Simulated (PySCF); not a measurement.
**Excitation energy of B by level of theory**

B [He] 2s2 2p1 (2P) → B [He] 2s1 2p1 3s1 (4P), as a difference of total energies. Computed with PySCF 2.14 in aug-cc-pVQZ-DK (6s5p4d3f2g, 80 functions), with the spin-free X2C one-electron Hamiltonian (Gaussian nucleus). Correlated levels: valence: 1s2 frozen. The calculations carry no spin-orbit coupling.

| method | excitation energy (cm⁻¹) |
| --- | --- |
| UHF | 64835 |
| LDA | 74649 |
| PBE | 73950 |
| PBE0 | 73804 |
| r2SCAN | 73134 |
| M06 | 74884 |
| PW91 | 74303 |
| LC-wPBE | 75402 |
| B2PLYP | 76325 |
| MP2 (valence) | 73851 |
| SCS-MP2 (valence) | 76176 |

The upper state lies above the first ionisation limit, but in LS coupling its spin forbids autoionisation to the ground ion. A Rydberg-like electron needs more diffuse functions than a valence basis has.

The promoted electron is Rydberg-like, and one or two diffuse shells describe it only roughly, which tends to raise the upper state.
